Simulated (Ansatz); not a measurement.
Mulliken charges of GeH$_{6}$OSSi, SMILES `[OH][GeH2][SiH2]S` from B3LYP/def2-TZVPP in Ansatz (PBE0-D4/def2-TZVP geometry).

```
atom   x (Å)   y (Å)   z (Å)  charge (e)
  O1  -1.383   0.483   1.062      -0.446
 Ge2  -0.372   1.047  -0.314       0.309
 Si3   0.885  -0.930  -0.744       0.259
  S4   1.248  -1.795   1.175      -0.277
  H5  -1.887   1.185   1.477       0.174
  H6  -1.300   1.514  -1.456      -0.026
  H7   0.481   2.245   0.154      -0.026
  H8   0.133  -1.833  -1.656      -0.056
  H9   2.199  -0.629  -1.365      -0.053
 H10   0.080  -1.339   1.669       0.142
```

Task: By hand: the dipole of these point charges (1 e Å = 4.8032 D).

Result: Σ q r = (-0.034, 0.419, -0.396) e Å, of length 0.578 e Å = 2.78 D.

Task: How does the dipole of the full density compare? (Best estimate.)

Result: Computed: (-0.153, 0.367, -0.131) e Å, 2.01 D; the point charges give 1.38 times that, at 29° from its direction.

Point charges leave out the atoms' own dipoles, such as those of lone pairs, and Mulliken's split depends on the basis, so the two needn't agree.

B3LYP here is the variant with VWN-RPA as its local correlation; programs differ in this.
